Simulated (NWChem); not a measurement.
Everything below was run with NWChem. System: ClGa, charge 0, spin multiplicity 1, displaced from the optimised geometry. The structure started from a generated list of species. Level: MP2/def2-SVP, 14 core orbitals frozen, spin-restricted.

Part of the output:

```
             Northwest Computational Chemistry Package (NWChem) 7.3.0
             --------------------------------------------------------

                                NWChem Input Module
                                -------------------

 Scaling coordinates for geometry "geometry" by  1.889725989
 (inverse scale =  0.529177249)

                             Geometry "geometry" -> ""
                             -------------------------

 Output coordinates in angstroms (scale by  1.889725989 to convert to a.u.)

  No.       Tag          Charge          X              Y              Z
 ---- ---------------- ---------- -------------- -------------- --------------
    1 Ga                  31.0000     0.00000000     0.00000000    -0.79094600
    2 Cl                  17.0000     0.00000000     0.00000000     4.79220200

 Effective nuclear repulsion energy (a.u.)      49.9496718022

            Nuclear Dipole moment (a.u.)
            ----------------------------
        X                 Y               Z
 ---------------- ---------------- ----------------
     0.0000000000     0.0000000000   107.6163196881


 Summary of "ao basis" -> "" (spherical)
 ------------------------------------------------------------------------------
       Tag                 Description            Shells   Functions and Types
 ---------------- ------------------------------  ------  ---------------------
 *                          def2-svp                  on all atoms

 Summary of "ao basis" -> "ao basis" (spherical)
 ------------------------------------------------------------------------------
       Tag                 Description            Shells   Functions and Types
 ---------------- ------------------------------  ------  ---------------------
 Ga                         def2-svp                12       32   5s4p3d
 Cl                         def2-svp                 8       18   4s3p1d

                                 NWChem SCF Module
                                 -----------------

  ao basis        = "ao basis"
  functions       =    50
  atoms           =     2
  closed shells   =    24
  open shells     =     0
  charge          =   0.00
  wavefunction    = RHF
  use symmetry    = F
  symmetry adapt  = F

 Summary of "ao basis" -> "ao basis" (spherical)
 ------------------------------------------------------------------------------
       Tag                 Description            Shells   Functions and Types
 ---------------- ------------------------------  ------  ---------------------
 Ga                         def2-svp                12       32   5s4p3d
 Cl                         def2-svp                 8       18   4s3p1d

 Forming initial guess at       0.0s

      Superposition of Atomic Density Guess
      -------------------------------------

 Sum of atomic energies:       -2382.29938026

      Non-variational initial energy
      ------------------------------

 Total energy =   -2381.979212
 1-e energy   =   -3419.208707
 2-e energy   =     987.279823
 HOMO         =      -0.416012
 LUMO         =       0.003106

 Starting SCF solution at       0.5s

 ----------------------------------------------
         Quadratically convergent ROHF

 Convergence threshold     :          1.000E-07
 Maximum no. of iterations :          100
 Final Fock-matrix accuracy:          1.000E-09
 ----------------------------------------------

              iter       energy          gnorm     gmax       time
             ----- ------------------- --------- --------- --------
                 1    -2382.2033859870  6.74D-01  3.14D-01      0.5
                 2    -2382.2406109711  1.15D-01  5.54D-02      0.5
                 3    -2382.2423147146  9.59D-03  3.31D-03      0.5
                 4    -2382.2423940006  1.64D-03  9.18D-04      0.5
                 5    -2382.2423954732  2.05D-05  1.32D-05      0.5
                 6    -2382.2423954737  1.05D-08  5.63D-09      0.5

       Final RHF  results
       ------------------

         Total SCF energy =  -2382.242395473678
      One-electron energy =  -3418.600117420940
      Two-electron energy =    986.408050145110
 Nuclear repulsion energy =     49.949671802152

        Time for solution =      0.1s
[...]
   16   -1.3785
   17   -1.3777
   18   -1.3777
   19   -1.3774
   20   -0.7967
   21   -0.5718
   22   -0.2215
   23   -0.2215
   24   -0.2064
   25   -0.0847
   26   -0.0847
   27   -0.0835
   28    0.1123
   29    0.3031
   30    0.3031
   31    0.3120
   32    0.3825
   33    0.3825
   34    0.3859

                       ROHF Final Molecular Orbital Analysis
                       -------------------------------------

 Vector   22  Occ=2.000000D+00  E=-2.215305D-01
              MO Center= -2.9D-15,  1.4D-15,  4.8D+00, r^2= 1.2D+00
   Bfn.  Coefficient  Atom+Function         Bfn.  Coefficient  Atom+Function
  ----- ------------  ---------------      ----- ------------  ---------------
    43      0.643880  2 Cl px                40      0.393911  2 Cl px
    44     -0.287491  2 Cl py                37      0.238396  2 Cl px
    41     -0.175880  2 Cl py

 Vector   23  Occ=2.000000D+00  E=-2.215305D-01
              MO Center=  1.3D-15,  6.3D-15,  4.8D+00, r^2= 1.2D+00
   Bfn.  Coefficient  Atom+Function         Bfn.  Coefficient  Atom+Function
  ----- ------------  ---------------      ----- ------------  ---------------
    44      0.643880  2 Cl py                41      0.393911  2 Cl py
    43      0.287491  2 Cl px                38      0.238396  2 Cl py
    40      0.175880  2 Cl px

 Vector   24  Occ=2.000000D+00  E=-2.063551D-01
              MO Center=  1.7D-15,  3.5D-15,  4.4D+00, r^2= 3.1D+00
   Bfn.  Coefficient  Atom+Function         Bfn.  Coefficient  Atom+Function
  ----- ------------  ---------------      ----- ------------  ---------------
    45      0.686405  2 Cl pz                42      0.407944  2 Cl pz
    39      0.249545  2 Cl pz                17     -0.199400  1 Ga pz

 Vector   25  Occ=0.000000D+00  E=-8.466606D-02
              MO Center= -1.7D-15, -4.1D-15, -8.1D-01, r^2= 3.9D+00
   Bfn.  Coefficient  Atom+Function         Bfn.  Coefficient  Atom+Function
  ----- ------------  ---------------      ----- ------------  ---------------
    15      0.746257  1 Ga px                12      0.372011  1 Ga px
     9     -0.204173  1 Ga px

 Vector   26  Occ=0.000000D+00  E=-8.466606D-02
              MO Center=  3.0D-16, -4.0D-16, -8.1D-01, r^2= 3.9D+00
   Bfn.  Coefficient  Atom+Function         Bfn.  Coefficient  Atom+Function
  ----- ------------  ---------------      ----- ------------  ---------------
    16      0.746257  1 Ga py                13      0.372011  1 Ga py
    10     -0.204173  1 Ga py

 Vector   27  Occ=0.000000D+00  E=-8.348491D-02
              MO Center= -2.2D-15, -3.4D-15, -5.1D-01, r^2= 5.5D+00
   Bfn.  Coefficient  Atom+Function         Bfn.  Coefficient  Atom+Function
  ----- ------------  ---------------      ----- ------------  ---------------
    17      0.703401  1 Ga pz                14      0.383143  1 Ga pz
    11     -0.203979  1 Ga pz                45      0.184286  2 Cl pz

 center of mass
 --------------
 x =   0.00000000 y =   0.00000000 z =   2.05645870

 moments of inertia (a.u.)
 ------------------
        2582.413132825658           0.000000000000           0.000000000000
           0.000000000000        2582.413132825658           0.000000000000
           0.000000000000           0.000000000000           0.000000000000

  Mulliken analysis of the total density
  --------------------------------------

    Atom       Charge   Shell Charges
 -----------   ------   -------------------------------------------------------
    1 Ga  31    30.13   2.00  2.00  2.00  1.64  0.37  6.00  5.98  0.06  0.10  8.12  1.81  0.07
    2 Cl  17    17.87   2.00  1.99  1.12  0.89  5.94  2.02  3.91  0.00

       Multipole analysis of the density wrt the origin
       ------------------------------------------------

     L   x y z        total         open         nuclear
     -   - - -        -----         ----         -------
     0   0 0 0     -0.000000      0.000000     48.000000

     1   1 0 0     -0.000000      0.000000      0.000000
     1   0 1 0     -0.000000      0.000000      0.000000
     1   0 0 1     -8.994443      0.000000    107.616320

     2   2 0 0    -19.683096      0.000000      0.000000
     2   1 1 0      0.000000      0.000000      0.000000
     2   1 0 1     -0.000000      0.000000      0.000000
     2   0 2 0    -19.683096      0.000000      0.000000
     2   0 1 1     -0.000000      0.000000      0.000000
     2   0 0 2    -88.928022      0.000000   1463.428808

                   NWChem MP2 Semi-direct Energy/Gradient Module
                   ---------------------------------------------

  Basis functions       =     50
  Molecular orbitals    =     50
  Frozen core           =     14
  Frozen virtuals       =      0
  Active alpha occupied =     10
  Active beta occupied  =     10
  Active alpha virtual  =     26
  Active beta virtual   =     26
  Use MO symmetry       = F
  Use skeleton AO sym   = F

  AO/Fock/Back tols     =   1.0D-09  1.0D-09  1.0D-09

 GA uses MA = F    GA memory limited = T

 Available:
  local mem=  1.26D+08
 global mem=  1.44D+08
 local disk=  0.00D+00
  mp2_memr nvloc                    26
  nvloc new                    26
   1 passes of  10:        3145728                      11730                    869778.
   1 passes of  10: M    126153114           G      144174200           F     123007386.

 Semi-direct pass number   1 of   1  for RHF alpha+beta  at        0.6s
  vrange nnbf                   979
  mp2_eaftype                    10  avail_ma_in_mb                  1099
 EAF : mp2_eaftype filesize          10     434889.
  mp2_eaf for mointskh                     10
Node 0 wrote      2.0 Mb in      0.0 s     Agg I/O rate:   805.9 Mb/s
 Done moints_semi at        1.5s
  mp2_eaftype                    10  avail_ma_in_mb                  1089
 EAF : mp2_eaftype filesize          10     434889.
  mp2_eaf for kh                    10
 Done maket at        1.5s
 Done multipass loop at        1.5s

          -------------------------------------------
          SCF energy               -2382.242395473678
          Correlation energy          -0.304660765905
          Singlet pairs               -0.173325690268
          Triplet pairs               -0.131335075637
          Total MP2 energy         -2382.547056239583
          -------------------------------------------

          ---------------------------------------------------
                    Spin Component Scaled (SCS) MP2
          Same spin pairs                     -0.087556717092
          Same spin scaling factor             0.333333333333
          Opposite spin pairs                 -0.217104048814
          Opposite spin scaling fact.          1.200000000000
          SCS-MP2 correlation energy          -0.289710430941
          Total SCS-MP2 energy             -2382.532105904618
          ---------------------------------------------------

 -----------------------
 Performance information
 -----------------------

 Timer overhead =  2.10D-07 seconds/call

               Nr. of calls         CPU time (s)                 Wall time (s)                GFlops
             ---------------    -------------------     ------------------------------   -------------------
Name         Min   Avg   Max    Min     Avg     Max     Min     Avg     Max   Mx/calls   Min     Max     Sum
mp2: moin     1     1     1   0.94    0.94    0.94     0.94    0.94    0.94    0.94      0.0     0.0     0.0
mp2: make     1     1     1   2.47E-2 2.47E-2 2.47E-2  2.47E-2 2.47E-2 2.47E-2 2.47E-2   0.0     0.0     0.0
mp2: tota     1     1     1   0.99    0.99    0.99     0.99    0.99    0.99    0.99      0.0     0.0     0.0

 The average no. of pstat calls per process was 3.00D+00
 with a timing overhead of 6.30D-07s

 Task  times  cpu:        1.5s     wall:        1.5s

 Total times  cpu:        1.5s     wall:        1.5s
```

Question: Write an NWChem input that would produce this output.

Answer: Several could match; the one computed here: 
```
start mol
memory heap 200 mb stack 900 mb global 1100 mb
geometry units angstroms nocenter noautoz noautosym
  Ga     0.000000     0.000000    -0.790946
  Cl     0.000000     0.000000     4.792202
end
basis spherical
  * library def2-svp
end
scf
  rhf
  nopen 0
  maxiter 100
  thresh 1e-7
  semidirect memsize 60000000 filesize 0
end
mp2
  freeze core 14
end
task mp2 energy
```
